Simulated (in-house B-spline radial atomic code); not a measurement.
Tl8+: [Xe] 4f14 5d5

Method: Dirac-Kohn-Sham relativistic LDA, spherical fractional occupations, Fermi nucleus of rms radius 5.4759 fm. Calculated with a radial B-spline atomic code at the basis-set limit.

Screening seen three ways: the hydrogenic charge with the same mean radius, Z_r = [3n² - l(l+1)]/(2<r>), the one with the same energy, Z_e = n√(-2ε), and Slater's rules. Values are occupation-weighted means over j. An effective charge above Z reflects the relativistic contraction of the inner shells.

```json
{"shell": "1s", "electrons": "2", "ε (eV)": "-84939", "<r> (bohr)": "0.0164", "Z_r": "91.46", "Z_e": "79.01", "Slater": "80.70"}
{"shell": "2s", "electrons": "2", "ε (eV)": "-15235", "<r> (bohr)": "0.06836", "Z_r": "87.77", "Z_e": "66.92", "Slater": "76.85"}
{"shell": "2p", "electrons": "6", "ε (eV)": "-13287", "<r> (bohr)": "0.06194", "Z_r": "80.72", "Z_e": "62.50", "Slater": "76.85"}
{"shell": "3s", "electrons": "2", "ε (eV)": "-3734.2", "<r> (bohr)": "0.1777", "Z_r": "75.99", "Z_e": "49.70", "Slater": "69.75"}
{"shell": "3p", "electrons": "6", "ε (eV)": "-3163.1", "<r> (bohr)": "0.1786", "Z_r": "70.00", "Z_e": "45.74", "Slater": "69.75"}
{"shell": "3d", "electrons": "10", "ε (eV)": "-2505.5", "<r> (bohr)": "0.1627", "Z_r": "64.55", "Z_e": "40.71", "Slater": "59.85"}
{"shell": "4s", "electrons": "2", "ε (eV)": "-930", "<r> (bohr)": "0.3927", "Z_r": "61.12", "Z_e": "33.07", "Slater": "53.25"}
{"shell": "4p", "electrons": "6", "ε (eV)": "-739.81", "<r> (bohr)": "0.4168", "Z_r": "55.18", "Z_e": "29.50", "Slater": "53.25"}
{"shell": "4d", "electrons": "10", "ε (eV)": "-499.08", "<r> (bohr)": "0.4401", "Z_r": "47.72", "Z_e": "24.23", "Slater": "41.85"}
{"shell": "5s", "electrons": "2", "ε (eV)": "-251.66", "<r> (bohr)": "0.8627", "Z_r": "43.47", "Z_e": "21.50", "Slater": "23.35"}
{"shell": "4f", "electrons": "14", "ε (eV)": "-239.68", "<r> (bohr)": "0.4652", "Z_r": "38.70", "Z_e": "16.79", "Slater": "30.45"}
{"shell": "5p", "electrons": "6", "ε (eV)": "-196.58", "<r> (bohr)": "0.9658", "Z_r": "37.79", "Z_e": "19.01", "Slater": "23.35"}
{"shell": "5d", "electrons": "5", "ε (eV)": "-128.25", "<r> (bohr)": "1.172", "Z_r": "29.43", "Z_e": "15.35", "Slater": "11.60"}
```

The least bound orbital is 5d5/2 at -127 eV, and it is also the most diffuse (<r> = 1.183 bohr).

Spin-orbit splittings of the orbital energies (j = l + 1/2 above j = l - 1/2 when positive): 2p 2037 eV, 3p 453.4 eV, 3d 97.46 eV, 4p 110.7 eV, 4d 20.79 eV, 4f 4.638 eV, 5p 21.96 eV, 5d 3.146 eV.

For the 1s electron the small component carries 9.44 % of the norm, the zero-frequency Breit interaction raises the level by 326.1 eV, self-energy by 210.7 eV, and vacuum polarisation lowers it by 44.22 eV.
